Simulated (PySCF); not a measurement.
C3H8AlNO.
SMILES: `[H]/N=[C]1\C[O+](C)[AlH2-]1`

Jobs on this species (14 atoms, 54 electrons) with PySCF (density fitting). Hardware of each: Arm Neoverse V1, one thread, no GPU, shared host. Other jobs ran on the host; a repeat could differ by tens of per cent or more. Peak memory is the resident size of the whole Python process, interpreter and libraries included.

```
                                                                 level and settings                                                          work  basis functions  SCF cycles  wall time  peak memory
    delta-SCF UKS SCAN, pcX-1 on the ionised atom, pcseg-1 elsewhere, spin-free X2C                                 ΔSCF core ionisation, 7 holes              150           ?          ?            ?
    delta-SCF UKS SCAN, pcX-2 on the ionised atom, pcseg-1 elsewhere, spin-free X2C                                 ΔSCF core ionisation, 7 holes              170         122       62 s     0.73 GiB
 delta-SCF UKS SCAN, pcX-2 on the ionised atom, pcseg-1 elsewhere, non-relativistic                                 ΔSCF core ionisation, 7 holes              170         122       61 s     0.61 GiB
delta-SCF UKS SCAN, def2-TZVP on the ionised atom, pcseg-1 elsewhere, spin-free X2C                                 ΔSCF core ionisation, 7 holes              147         119       56 s     0.52 GiB
    delta-SCF UKS PBE0, pcX-2 on the ionised atom, pcseg-1 elsewhere, spin-free X2C                                 ΔSCF core ionisation, 7 holes              170         110       72 s     0.66 GiB
                                                 PBE0-D3(BJ)/def2-SVP, grid level 1  geometry optimisation from a GFN2-xTB start shaken at random              128          57       80 s     0.50 GiB
     delta-SCF UKS PBE, pcX-2 on the ionised atom, pcseg-1 elsewhere, spin-free X2C                                 ΔSCF core ionisation, 7 holes              170         119       37 s     0.69 GiB
   delta-SCF UKS B3LYP, pcX-2 on the ionised atom, pcseg-1 elsewhere, spin-free X2C                                 ΔSCF core ionisation, 7 holes              170         108       74 s     0.72 GiB
```

Task: Fill in the missing figures.

Result: 
- delta-SCF UKS SCAN, pcX-1 on the ionised atom, pcseg-1 elsewhere, spin-free X2C; ΔSCF core ionisation, 7 holes: 52 s, 0.53 GiB, 120 SCF cycles

Task: What do all jobs in the table cost together?

Result: About 8.2 min; the longest takes about 16 % of that, and about 2.2 times as long as the shortest.
